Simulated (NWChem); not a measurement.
CH2NSn (SMILES N#[C][SnH2]): name the method

CH2NSn has 5 atoms, charge 0, and is taken as a doublet. As SMILES, `N#[C][SnH2]`. The coordinates come from a PBE0-D4/def2-TZVP relaxation.

```xyz
5

N     0.8338   -1.5357    1.6656
C     0.5060   -0.8515    0.7960
Sn    0.0096    0.3311   -0.8863
H    -1.6485    0.0382   -1.1840
H     0.3490    1.9444   -0.4326
```

A calculation with NWChem 7.3.0 gave:

- total energy: -6089.1983 Eh
- dipole moment: 4.26 D
- ⟨S²⟩: 0.791
- largest force: 0.983 eV/Å

**Question.** Which of these levels gave the numbers?
A. HF/3-21G
B. HF/def2-SVPD (core potential)
C. M06-2X/def2-SVPD (core potential)
D. MP2/def2-SVPD (core potential)

**Answer.** A. The others give -308.1142 Eh (M06-2X/def2-SVPD (core potential)), -306.7092 Eh (HF/def2-SVPD (core potential)), -307.1000 Eh (MP2/def2-SVPD (core potential)).
